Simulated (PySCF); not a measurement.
silacyclobutane (C₃H₈Si), SMILES C1C[SiH2]C1. Atoms are numbered in the order given.

```xyz
12

C      1.3351    -0.1831     0.0000
C      0.3986     0.1530    -1.2047
Si    -1.0615    -0.0565     0.0000
C      0.3986     0.1530     1.2047
H      2.2971     0.3569     0.0000
H      1.5711    -1.2600     0.0000
H      0.5078     1.2057    -1.5138
H      0.5057    -0.4810    -2.0965
H     -1.6499    -1.4296     0.0000
H     -2.1781     0.9372     0.0000
H      0.5078     1.2057     1.5138
H      0.5057    -0.4810     2.0965
```
Charge 0, spin multiplicity 1.

The structure is a stationary point at B3LYP-D3(BJ)/def2-SVP.

Two levels are set side by side: PBE/pcSseg-1 (PySCF) and PBE0/pcSseg-1 (PySCF). GIAO shifts against TMS (²⁹Si), TMS (¹H), TMS (¹³C) at the same level; non-relativistic, no solvent, atoms listed together averaged. Differences are taken from unrounded values.

```csv
quantity,PBE0
δ(¹³C) of C1 (ppm),27.9
"δ(¹³C) of C2, C4 (ppm)",13.8
δ(²⁹Si) of Si3 (ppm),-22.6
"δ(¹H) of H9, H10 (ppm)",5.15
```

Task: What does PBE give, and how far is it from PBE0? (Estimate from the structure and the level; the computed values follow.)

Result: 
```csv
quantity,PBE,PBE minus PBE0
δ(¹³C) of C1 (ppm),30.5,2.6
"δ(¹³C) of C2, C4 (ppm)",15.0,1.2
δ(²⁹Si) of Si3 (ppm),-24.3,-1.7
"δ(¹H) of H9, H10 (ppm)",5.31,0.16
```

Rough cost on one machine, each run with all the roots and properties that it gave: PBE0 against PBE within a factor of 2.
